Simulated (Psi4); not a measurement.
Level of theory: SAPT0/jun-cc-pVDZ, frozen core (Psi4 1.11).

Psi4 input:

```
molecule {
0 1
O 0.81361494 -0.53239184 -0.06212289
C -0.41981947 0.00090684 -0.04913638
O -0.68034746 1.12881281 0.25440194
H 1.43757631 0.15877002 0.21642844
H -1.15102431 -0.75609784 -0.35957110
--
0 1
C -3.97787426 0.06032328 0.51717768
N -3.33897036 -0.06659963 1.46026100
H -4.57247720 0.17841148 -0.36052924
units angstrom
symmetry c1
no_reorient
no_com
}
set basis jun-cc-pvdz
set scf_type df
set freeze_core true
energy('sapt0')
```

Part of the output:

```
    SAPT Results
  --------------------------------------------------------------------------------------------------------
    Electrostatics                 -0.84365944 [mEh]      -0.52940429 [kcal/mol]      -2.21502754 [kJ/mol]
      Elst10,r                     -0.84365944 [mEh]      -0.52940429 [kcal/mol]      -2.21502754 [kJ/mol]

    Exchange                        3.94983961 [mEh]       2.47856178 [kcal/mol]      10.37030247 [kJ/mol]
      Exch10                        3.94983961 [mEh]       2.47856178 [kcal/mol]      10.37030247 [kJ/mol]
      Exch10(S^2)                   3.94008320 [mEh]       2.47243954 [kcal/mol]      10.34468703 [kJ/mol]

    Induction                      -0.50502680 [mEh]      -0.31690910 [kcal/mol]      -1.32594767 [kJ/mol]
      Ind20,r                      -1.36193970 [mEh]      -0.85463006 [kcal/mol]      -3.57577219 [kJ/mol]
      Exch-Ind20,r                  1.05611885 [mEh]       0.66272458 [kcal/mol]       2.77283966 [kJ/mol]
      delta HF,r (2)               -0.19920595 [mEh]      -0.12500362 [kcal/mol]      -0.52301514 [kJ/mol]

    Dispersion                     -1.87086261 [mEh]      -1.17398401 [kcal/mol]      -4.91194910 [kJ/mol]
      Disp20                       -2.15609405 [mEh]      -1.35296944 [kcal/mol]      -5.66082416 [kJ/mol]
      Exch-Disp20                   0.28523145 [mEh]       0.17898544 [kcal/mol]       0.74887506 [kJ/mol]
      Disp20 (SS)                  -1.07804703 [mEh]      -0.67648472 [kcal/mol]      -2.83041208 [kJ/mol]
      Disp20 (OS)                  -1.07804703 [mEh]      -0.67648472 [kcal/mol]      -2.83041208 [kJ/mol]
      Exch-Disp20 (SS)              0.15763463 [mEh]       0.09891722 [kcal/mol]       0.41386966 [kJ/mol]
      Exch-Disp20 (OS)              0.12759682 [mEh]       0.08006821 [kcal/mol]       0.33500540 [kJ/mol]

  Total HF                          2.60115338 [mEh]       1.63224839 [kcal/mol]       6.82932725 [kJ/mol]
  Total SAPT0                       0.73029077 [mEh]       0.45826438 [kcal/mol]       1.91737816 [kJ/mol]
```
